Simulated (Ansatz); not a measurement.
`CN[Si](Cl)(Cl)Cl` + H–F → `F[Si](Cl)(Cl)Cl` + CH₃NH₂ at 500 K and 1 bar (ligand exchange at the Si–N bond).

Gas-phase electronic energies from Ansatz, PBE0-D4/def2-TZVP geometries. CCSD(T)/CBS is the MP2 limit (def2-TZVPP, def2-QZVPP) plus CCSD(T) − MP2 in def2-TZVPP, frozen cores. This one scheme is used for every species. Each species was taken in one conformer, which may not be the lowest.

| species | CCSD(T)/CBS energy (Eh) | H − E (kJ/mol) | S (J/(mol·K)) |
| --- | --- | --- | --- |
| `CN[Si](Cl)(Cl)Cl` | -1763.76586 | 211.8 | 466.2 |
| H–F | -100.39570 | 39.4 | 188.7 |
| `F[Si](Cl)(Cl)Cl` | -1768.43208 | 59.9 | 379.3 |
| CH₃NH₂ | -95.75281 | 191.8 | 270.3 |

H − E and S are ideal-gas, rigid-rotor, harmonic terms from PBE0-D4/def2-TZVP, for one conformer and one mirror image of each species. 1 Eh = 2625.50 kJ/mol, R = 8.31446 J/(mol·K).

Task: By hand: ΔE, ΔH, ΔS and ΔG.

Result: ΔE = (-1768.43208) + (-95.75281) − (-1763.76586) − (-100.39570) = -0.02333 Eh = -61.3 kJ/mol. Δ(H − E) = 59.9 + 191.8 − 211.8 − 39.4 = 0.5, so ΔH = -60.8 kJ/mol. ΔS = 379.3 + 270.3 − 466.2 − 188.7 = -5.3 J/(mol·K). ΔG = -60.8 − 500 × (-5.3)/1000 = -58.1 kJ/mol.

Task: By hand: the equilibrium constant, and the temperature at which ΔG would vanish if ΔH and ΔS stayed fixed.

Result: log₁₀ K = −ΔG/(RT ln 10) = 6.1. ΔG = 0 at ΔH/ΔS = 11472 K, far beyond where these terms or the molecules hold.

The number of gas molecules stays the same, so ΔS is small and ΔH decides. A doubt of 5 kJ/mol in ΔE shifts log₁₀ K by 0.5 here. Other conformers and mirror images would add mixing entropy, several J/(mol·K) or more a flexible species. Modes under 60 cm⁻¹, often nearly free rotors, make the harmonic entropy too high. These are equilibria of isolated gas molecules and say nothing of rates. Largest T1 diagnostic: 0.010 (customary marks: 0.02 for closed shells, 0.045 for open ones).
